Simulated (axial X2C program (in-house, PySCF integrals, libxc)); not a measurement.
## MnS⁺: cheaper levels and CCSD(T), 2c

Calculated with an in-house relativistic program for diatomic molecules. Two-component (2c) means X2C with spin–orbit coupling and atomic mean-field two-electron Coulomb and Gaunt terms. Basis: Mn dyall-cv3z [9s10p6d3f2g], S dyall-av3z [9s8p3d2f] (cores contracted in-house); Gaussian nuclei, density fitting, unrestricted open shells. Masses: Mn 54.938 u, S 31.972 u.

State: Ω = 1 (⟨Sz⟩ = 2.00, ⟨Lz⟩ = -1.00 at HF); fragments Mn+ + S.

```tsv
level	Re (Å)	ωe (cm⁻¹)	De (eV)
PBE0	2.144	417.5	2.20
CCSD	2.214	398.7	1.76
LDA	2.005	487.9	3.78
```

Correlated methods: 12 electrons correlated (number of frozen shells: Mn 3 s, 2 p; S 2 s, 1 p), 262 virtual spin orbitals or spinors in MP2, 90 natural virtuals in coupled cluster.

CCSD(T), same Hamiltonian and basis:

Re = 2.208 Å, ωe = 400.0 cm⁻¹, De = 1.88 eV; T1 = 0.023 (Lee–Taylor normalisation).

(1) Give the differences from CCSD(T) in the columns below.

Occupations by symmetry block were frozen at the best pattern of an incomplete PBE0 search. De is counted from the lowest determinant-based energies of the atoms at the same level, without counterpoise correction. Density functionals use the spin component along the axis (collinear). CCSD and (T) use frozen natural virtuals with an MP2 correction for the truncation; (T) itself is uncorrected, so its De runs slightly low. The 2c atoms are single determinants rather than J levels; their spin–orbit lowering is only partly caught, and De is too large by that part. This holds for PBE0. PBE0 can misorder states that lie within some tenths of an eV, so this need not be the ground state of the molecule. The nearest other 2c determinant of the search, Ω = 3, lies 0.05 eV up at the distance of the search. Without a current term, density functionals place determinants with orbital angular momentum somewhat too high. With several unpaired electrons one determinant need not be a pure state. Open-shell Ω = 0 determinants with evenly filled partner blocks cannot be reached by this program, so the Ω shown need not be the lowest component. The determinant is spin-polarised beyond a pure state at some levels (its spin-free form has ⟨S²⟩ too high), which makes Re and μ there less reliable.

Results:

(1) 

| level | ΔRe (Å) | Δωe (cm⁻¹) | ΔDe (eV) |
| --- | --- | --- | --- |
| PBE0 | -0.064 | 18 | 0.32 |
| CCSD | 0.006 | -1 | -0.12 |
| LDA | -0.203 | 88 | 1.90 |
